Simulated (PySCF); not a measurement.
## Match the barriers

Saddle point of GeH4O, singlet (GeH₂O ([OH][GeH]) + H₂ → GeH₄O ([OH2][GeH2]); bonds formed: Ge1–H5, O2–H3; bonds broken: H3–H5; bonds weakened to dative contacts: Ge1–O2), PBE0-D4/def2-TZVP structure:

```xyz
6
angstrom
Ge 0.2767 0.5867 -0.9631
O -0.7096 -0.7866 0.1097
H 0.3762 -0.2427 0.6830
H -0.5714 1.7296 -0.2601
H 1.1235 0.3793 0.6465
H -0.4954 -1.6663 -0.2161
```

Program: PySCF 2.14 with density fitting (its default auxiliary sets; JK sets also for MP2 and CCSD(T)). Basis: def2-TZVPP, with def2-QZVPP for the basis limit. Cores are frozen in the correlated methods. Filled d shells of the heavier atoms are correlated. The def2 sets are not built for correlating such inner shells, so the correlated values are less sure here. Extrapolation: Hartree–Fock as exp(−7.88 √X), correlation as X^−2.97. Four methods, as single points on the PBE0-D4 structures, gave these electronic barriers from the start structure: 0.894, 0.967, 1.166, 1.593 eV.

Problem. The methods were, in alphabetical order, CCSD(T), HF, PBE-D4, r2SCAN-D4. Which gave which? (Judge from chemistry; the calculation decides.)

Solution. The calculation gives: PBE-D4 0.894; r2SCAN-D4 0.967; CCSD(T) 1.166; HF 1.593 eV. For comparison, CCSD(T) at an estimated basis limit (MP2 extrapolated from triple and quadruple zeta, plus CCSD(T) − MP2 in triple zeta) gives 1.156 eV.

T1 diagnostic: at most 0.016.

Labels in which every atom is bracketed show which atoms are joined, not bond orders.

For scale, one of the runs: CCSD(T)/def2-TZVPP, 135 basis functions, launched by `OMP_NUM_THREADS=4 python run.py`. Time: 79 s of wall clock on 4 CPU threads of an Arm Neoverse V2; the host was shared. Peak host memory: 0.86 GiB.
